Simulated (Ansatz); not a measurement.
Born–Oppenheimer molecular dynamics of C$_{2}$H$_{7}$AlOSi (12 atoms, charge 0, multiplicity 1). It goes on from the last frame of an earlier run, with new velocities.

Computed with Ansatz 0.2.0, RKS PBE0-D4/STO-3G.

```json
{"ensemble": "NVE (velocity Verlet)", "time step": "1 fs", "steps asked": "400", "starting velocities drawn for": "300 K", "seed": "850469"}
```

First frame:

```xyz
12
Properties=species:S:1:pos:R:3
O -0.122 2.219 1.103
C 0.440 1.105 0.415
C -0.143 -0.011 0.071
Al -1.976 -0.643 0.325
Si 1.306 -1.196 -0.545
H -0.931 1.750 1.573
H 1.363 1.427 -0.088
H -2.193 -2.037 -0.195
H -2.946 0.253 1.079
H 2.428 -0.458 -0.850
H 0.760 -1.722 -1.793
H 1.690 -2.257 0.317
```

Task: What does the run give?

Result: All steps were run.

```yaml
steps_done: 400
time_covered: 400 fs
mean_temperature_over_the_second_half: 501 K
spread_of_the_potential_energy_over_the_second_half: 10.5 meV per atom
mean_potential_energy_of_the_second_half_above_the_start: -22.0 meV per atom
```

The conserved energy stayed within 0.89 meV per atom of its start (net change -0.59 meV per atom), so the integration is sound. The kinetic energy rose, since the run started high on the potential surface and went downhill. A run of 0.4 ps of so small a system gives no equilibrium averages. Limits of this set-up: minimal basis.

Task: What happens to the structure?

Result: The same pairs are bonded in the first frame and the last. Pairs count as bonded within 1.25 times the sum of covalent radii (0.12 Å more for H–H). This is one draw of velocities; another would differ in detail.

Task: How do temperature and energy run in time?

Result: 
| time (fs) | T (K) | potential energy less start (eV) | conserved less start (meV/atom) |
| --- | --- | --- | --- |
| 0 | 300 | 0.000 | 0.00 |
| 34 | 559 | -0.343 | -0.62 |
| 68 | 317 | -0.026 | -0.31 |
| 102 | 506 | -0.271 | -0.34 |
| 136 | 557 | -0.339 | -0.53 |
| 170 | 581 | -0.366 | -0.22 |
| 204 | 603 | -0.395 | -0.35 |
| 238 | 532 | -0.304 | -0.30 |
| 272 | 497 | -0.260 | -0.38 |
| 306 | 502 | -0.263 | -0.18 |
| 340 | 538 | -0.310 | -0.20 |
| 374 | 379 | -0.103 | -0.04 |

Time of the run: 13 min on 1 thread of Arm Neoverse V1 (shared host), peak memory 0.094 GiB.
